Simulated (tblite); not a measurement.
Compound: C4H2FOS (doublet state).
Atom-mapped SMILES: `[F:1][c:2]1[cH:3][o:4][c:5][c:6]1[SH:7]` (hydrogens: H8 on C3; H9 on S7)
Bond orders are those of one Lewis drawing.

Computed with GFN2-xTB (tblite), gas phase: L-BFGS steps from a force-field or distance-geometry start until the largest atomic force falls under 0.01 eV/Å.

Step 45: E = -584.8659 eV
```
atom  x, y, z in Å  |  force x, y, z in eV/Å
F1      0.2114    1.7906   -0.5686    0.024  -0.021   0.037
C2     -0.2010    0.5703   -0.2141   -0.011  -0.039  -0.062
C3     -1.4872    0.1513   -0.0637    0.065   0.007   0.029
O4     -1.4761   -1.1546    0.2864    0.106   0.046  -0.054
C5     -0.2215   -1.5545    0.3685    0.028  -0.046   0.029
C6      0.6532   -0.5608   -0.0096   -0.019  -0.042   0.029
S7      2.3939   -0.5909   -0.1024   -0.009   0.801   0.318
H8     -2.4194    0.6668   -0.1229   -0.123   0.050  -0.003
H9      2.5604    0.6878    0.4011   -0.062  -0.755  -0.321
```

Step 46: E = -584.8792 eV
```
atom  x, y, z in Å  |  force x, y, z in eV/Å
F1      0.1693    1.7979   -0.6287    0.068   0.007   0.019
C2     -0.2149    0.5784   -0.2475    0.009  -0.014  -0.042
C3     -1.4922    0.1519   -0.0575   -0.004   0.014   0.032
O4     -1.4562   -1.1461    0.3162    0.000  -0.016  -0.038
C5     -0.1985   -1.5340    0.3721    0.000  -0.029   0.017
C6      0.6573   -0.5385   -0.0331   -0.001  -0.014   0.046
S7      2.3967   -0.5561   -0.1526   -0.022   0.101   0.039
H8     -2.4325    0.6581   -0.1071   -0.054   0.002  -0.003
H9      2.5846    0.5944    0.5128    0.002  -0.052  -0.071
```

Step 47: E = -584.8812 eV
```
atom  x, y, z in Å  |  force x, y, z in eV/Å
F1      0.1808    1.7955   -0.6151    0.050   0.008   0.020
C2     -0.2123    0.5766   -0.2404    0.010  -0.014  -0.036
C3     -1.4915    0.1522   -0.0582    0.003   0.011   0.021
O4     -1.4604   -1.1477    0.3102    0.015  -0.009  -0.033
C5     -0.2034   -1.5381    0.3726    0.007  -0.029   0.019
C6      0.6562   -0.5427   -0.0257   -0.002  -0.015   0.032
S7      2.3953   -0.5593   -0.1454   -0.019   0.126   0.065
H8     -2.4312    0.6586   -0.1129   -0.058   0.012  -0.001
H9      2.5801    0.6110    0.4896   -0.005  -0.089  -0.086
```

Problem. Estimate the geometry and energy of step 48. (The exact step hangs on the optimiser's Hessian estimate; all steps are aligned on step 47, rigid shifts and turns removed.)

Solution. E = -584.8834 eV, largest force 0.329 eV/Å
```
atom  x, y, z in Å  |  force x, y, z in eV/Å
F1      0.2217    1.7873   -0.5666   -0.025  -0.008   0.025
C2     -0.2033    0.5707   -0.2150   -0.004  -0.009  -0.024
C3     -1.4894    0.1532   -0.0613    0.028   0.004  -0.012
O4     -1.4741   -1.1526    0.2899    0.063   0.023  -0.021
C5     -0.2198   -1.5523    0.3755    0.021  -0.017   0.018
C6      0.6521   -0.5574    0.0003   -0.010  -0.010  -0.015
S7      2.3902   -0.5687   -0.1213    0.010   0.277   0.165
H8     -2.4281    0.6594   -0.1348   -0.042   0.031   0.012
H9      2.5643    0.6664    0.4082   -0.041  -0.291  -0.149
```

The energy changes by -0.0023 eV. The first-order estimate −F·Δx gives -0.0066 eV and the mean of the old and new forces, exact on a quadratic surface, -0.0016 eV. The step makes an angle of 77° with the force vector and moves no atom by more than 0.100 Å.

The cost below is that of the whole relaxation. The run took 0.24 s of wall time on one thread, Arm Neoverse V2 (aarch64), shared host.
